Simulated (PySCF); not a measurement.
Vertical excitations of a molecule C2H6O2Si from PySCF with TDDFT-PBE/def2-SVPD, as energy in eV (oscillator strength): 5.53 (0.001), 6.01 (0.033), 6.71 (0.001), 6.95 (0.001), 7.00 (0.076), 7.11 (0.001), 7.16 (0.005), 7.49 (0.000), 7.60 (0.001), 7.64 (0.056). Lowest triplet (TDA): 5.01 eV. The structure is a stationary point at r2SCAN-D4/def2-SVP. The values are those of a single conformer.

Identify the compound among the candidates.
A. C=C[SiH](O)O
B. CC(=O)O[SiH3]
C. O=C[SiH2]CO
D. COC(=O)[SiH3]

B, CC(=O)O[SiH3]
